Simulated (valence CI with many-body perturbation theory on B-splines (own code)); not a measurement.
## Which ion has this spectrum?

A relativistic CI+MBPT calculation for an atom or ion with 6 electrons gives these levels (cm⁻¹):

| J | Parity | E | g |
| --- | --- | --- | --- |
| 0 | even | 0 |  |
| 1 | even | 1112 | 1.50 |
| 2 | even | 2926 | 1.50 |
| 2 | even | 41062 | 1.00 |
| 0 | even | 85352 |  |
| 2 | odd | 117908 | 2.00 |
| 3 | odd | 232880 | 1.33 |
| 2 | odd | 232992 | 1.17 |
| 1 | odd | 233057 | 0.50 |
| 1 | odd | 275012 | 1.50 |
| 2 | odd | 275025 | 1.50 |
| 0 | odd | 275065 |  |
| 2 | odd | 354647 | 1.00 |
| 1 | odd | 362367 | 2.00 |

The energies are calculated, with errors of about 140 cm⁻¹, more in some levels.

Task: Which is it?
A. Al7+
B. Mg6+
C. F3+
D. Ne4+

Result: B. Mg6+, ground level 2s²2p² ³P_0.
